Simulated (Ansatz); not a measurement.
Species: sum formula SiH3Cl (charge 0, singlet). 
Structure (B3LYP-D3(BJ)/def2-TZVP (Ansatz, a program for electronic structure) minimum search):
SMILES: Cl[SiH3]
```xyz
5

Si    -0.9899    -0.0500    -0.0380
Cl     1.0723     0.0541     0.0412
H     -1.3688    -1.0690    -1.0360
H     -1.5103     1.2742    -0.4302
H     -1.4910    -0.4257     1.2983
```
Charge 0, spin multiplicity 1.

Quantity: vertical ionisation energy (to the doublet state of charge +1; each state is the SCF solution reached for its spin; the molecule has degenerate orbitals, so one determinant may break the symmetry), in eV. Correlated levels leave the core frozen unless marked. UHF or UKS for open shells. Spin-orbit coupling is left out. Non-relativistic. Basis-set limits of correlation are two-point, X^-3; Hartree-Fock from the larger set. The bracket is a focal-point correction in the basis named.

RI-MP2/CBS(aug-cc-pV(T+d)Z,aug-cc-pV(Q+d)Z)+[CCSD(T)-MP2]/aug-cc-pV(T+d)Z (Ansatz) gives 11.90 eV.

**Question.** Another calculation gave 11.14 eV. Which level was it?
A. B3LYP/def2-TZVPD (Ansatz)
B. PBE/def2-TZVPD (Ansatz)
C. r2SCAN/def2-TZVPD (Ansatz)
D. BHLYP/def2-TZVPD (Ansatz)

**Answer.** B, PBE/def2-TZVPD (Ansatz). The others give 11.59 (BHLYP), 11.45 (B3LYP), 11.33 (r2SCAN) eV.
